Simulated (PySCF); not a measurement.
Molecule: `C#C/C=[N+](\C)CC=C`, [C$_{7}$H$_{10}$N]+.

Geometry (Å), atoms numbered from 1 in this order:
```xyz
18

C     3.0393    1.6560    0.6978
C     1.9586    1.1977    0.4216
C     0.6825    0.7076    0.1460
N     0.4293   -0.2741   -0.6442
C     1.4571   -0.9862   -1.3545
C    -0.9302   -0.7288   -0.8844
C    -1.9072   -0.3082    0.1751
C    -2.9796    0.4223   -0.0679
H     3.9835    2.0572    0.9376
H    -0.1506    1.2016    0.6392
H     2.4098   -0.4645   -1.2818
H     1.5718   -1.9892   -0.9370
H     1.1770   -1.0906   -2.4036
H    -0.9048   -1.8220   -0.9490
H    -1.2507   -0.3479   -1.8612
H    -1.7012   -0.6844    1.1687
H    -3.2142    0.7890   -1.0538
H    -3.6792    0.6712    0.7102
```

Total charge +1.

Frames of a GFN2-xTB Langevin trajectory at 300 K; GIAO PBE0/pcSseg-1 shieldings in PySCF 2.14, gas phase, non-relativistic; equivalent atoms averaged within each frame.

Shifts are taken against calculated references (same method and geometry level): 13C (186.93 ppm) and 1H (31.72 ppm) against TMS; 15N (267.73 ppm) against NH3. The references are static minima.

How do the shifts (ppm) fluctuate along the trajectory?

Results:


```csv
time (fs),C3,C8,C1,C7,C2,C6,C5,N4,H10,H18
optimised geometry,162.3,145.2,142.5,131.2,77.2,64.3,45.2,252.4,8.08,6.68
250,158.9,147.4,145.5,136.4,79.5,62.8,50.4,253.8,8.22,7.37
425,170.6,136.8,135.0,137.8,82.9,71.5,48.5,264.9,9.45,6.60
625,174.0,148.7,148.1,136.7,80.0,55.1,57.5,272.6,9.04,7.06
800,159.7,148.7,142.1,137.6,79.4,65.2,53.7,242.8,8.69,6.24
1000,160.5,138.9,144.3,138.7,76.9,70.9,48.8,252.5,7.70,6.72
mean of frames,164.7,144.1,143.0,137.5,79.7,65.1,51.8,257.3,8.62,6.80
standard deviation,7.0,5.8,5.0,0.9,2.1,6.7,3.8,11.6,0.68,0.43
```

5 frames give an uncertainty of the mean of about the standard deviation over 2.2 at best, since frames this close in time may not be independent; classical motion lacks zero-point vibration, and the reference would need the same averaging.
